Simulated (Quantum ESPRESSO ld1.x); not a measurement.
Question: These are the eigenvalues of the occupied orbitals of an atom or ion with whole-number occupations (eV). Calculated with ld1.x of Quantum ESPRESSO 7.5: scalar-relativistic Kohn-Sham, LDA (Slater exchange, VWN5 correlation), spin-polarised, spherical densities, point nucleus.

| orbital | eigenvalue |
|---|---|
| 1s up | -773.128 |
| 1s down | -771.561 |
| 2s up | -117.626 |
| 2s down | -114.359 |
| 2p up | -100.939 |

Which element is it, and in what charge state? The configuration may be excited. Open shells, if any, are filled with parallel spins first.

Answer: Z = 9, fluorine, charge +4: F4+ in [He] 2s2 2p1. The list shows which subshells hold electrons but not how many an open one holds; the 1s level, -28.412 hartree, gives Z - s = 7.5 by -(Z - s)^2/2, which with screening and relativity narrows Z to a few neighbours, and the depths of the outer levels then fix element, charge and occupations together.
